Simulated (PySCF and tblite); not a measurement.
Values are calculated unless marked as measured or tabulated.
System: C₈H₇N, numbered as in [CH:1]#[C:2][C:3]1([C:4]#[CH:5])[CH2:6][N:7]1[CH:8]=[CH2:9].

Geometries: GFN2-xTB; energies: BHandHLYP/pcSseg-1 + D3(BJ); zero-point and thermal terms from GFN2-xTB harmonic modes (soft modes blended into free rotors). Rate constants are transition-state-theory values, counting equivalent paths, without tunnelling. Run with tblite and PySCF.

Q: How high is the barrier to the pyramidal inversion at N7, through which structure does it pass, and what rate follows at 298 K?

A: The electronic barrier is 10.1 kcal/mol and ΔG‡(298 K) 9.6 kcal/mol, over a Cs saddle with an imaginary mode of 195i cm⁻¹ (GFN2-xTB). With 1 equivalent path, k is 5.6×10⁵ s⁻¹, a mean lifetime of the start of 1.8 µs against this motion.
